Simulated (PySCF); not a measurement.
Computed structure and properties of [Eu(NH3)]2+

System: [Eu(NH3)]2+ (singlet in the valence; each metal's 4f electrons, 7 of them, lie in its core potential, out of spins and levels); start: template (C3v). Method: PySCF 2.14.0, RKS PBE0, Eu lcecp-0-SVP with ECP53, N def2-SVP, H def2-SVP; non-relativistic Hamiltonian with scalar-relativistic core potentials where named; density fitting; no spin-orbit coupling.

Input of the relaxation:

```python
mol = gto.M(atom='''
Eu     0.00000     0.00000    -0.27809
N     -0.00000    -0.00000     2.42691
H      0.93916     0.00004     2.82491
H     -0.46961     0.81332     2.82491
H     -0.46955    -0.81335     2.82491''',
    basis={'Eu': 'lcecp-0-SVP', 'N': 'def2-SVP', 'H': 'def2-SVP'},
    ecp={'Eu': 'lcecp-0-SVP'},
    charge=2, spin=0)
mf = dft.RKS(mol, xc='PBE0')
mf.grids.atom_grid = (50, 194)  # f atoms: unpruned, at least (60, 302)
mf = mf.density_fit()  # fitting sets: Eu AutoAux, N def2-universal-JKFIT, H def2-universal-JKFIT
mf.conv_tol = 1e-08; mf.max_cycle = 55
mf.kernel(dm0)  # dm0: converged density of the start geometry
# quasi-Newton relaxation in Cartesian coordinates to a largest gradient under 0.00045 Eh/bohr, steps kept in the point group
```

Run from Python with OMP_NUM_THREADS=2; the lines above give its settings. Where DIIS fails, smearing, a level shift and second-order steps follow.
It took 11 s on 2 threads of Arm Neoverse N1 (shared host), from the converged density of the start.

Course of the relaxation:

```tsv
step	energy above end (eV)	largest force component within the symmetry (eV/Å)
0	0.0461	1.296
1	0.0206	0.576
2	0.0065	0.212
3	0.0032	0.153
4	0.0000	0.011
5	0.0000	0.002
```

Relaxed geometry (C3v):

```xyz
5

Eu    0.0000    0.0000   -0.2044
N     0.0000    0.0000    2.3774
H     0.9316    0.0000    2.8169
H    -0.4658    0.8068    2.8169
H    -0.4658   -0.8068    2.8169
```

```tsv
contact	Å
Eu1–N2 (NH3)	2.582
```

On the finer grid (75, 302):

```yaml
HOMO: not given (4f levels lie in the core)
LUMO: not given (4f levels lie in the core)
Dipole_about_the_centre_of_mass: 2.15 D
Set_of_Mulliken_populations_of_Eu1_outside_the_core_potential: s 2.08, p 6.03, d 0.16, f 0.01
D3_BJ_dispersion_energy_not_in_the_energies: -0.065 eV
```

| atom | Mulliken (e) | Löwdin (e) | spin (e) |
| --- | --- | --- | --- |
| Eu1 | 1.72 | 1.67 | 0.00 |
| N2 | -0.38 | -0.08 | 0.00 |
| H3 | 0.22 | 0.14 | 0.00 |
| H4 | 0.22 | 0.14 | 0.00 |
| H5 | 0.22 | 0.14 | 0.00 |

The 4f levels lie in the core potential and are missing. Their spin isn't counted.

On the grid (50, 194), as all that follows. Harmonic modes: a minimum; lowest 304 cm⁻¹ (negative: unstable), highest 3506 cm⁻¹, zero-point energy 1.026 eV.

Taking off one NH3 (charge 0, singlet; the rest: singlet) in vacuum, both parts rigid, costs 2.66 eV; the small basis without counterpoise inflates it. Parting with an electron moved from the ligand to the metal can be far cheaper, even downhill.

Rigid scan of NH3 along the line from its metal:

```csv
distance to N2 (Å),energy (eV)
2.28,0.348
2.38,0.135
2.48,0.030
2.58,0.000
2.68,0.023
2.78,0.082
2.98,0.261
```

One start shape was tried, so this needn't be the lowest isomer.

An lcecp potential fixes the number of 4f electrons, so in runs with it no electron can move into or out of that shell.
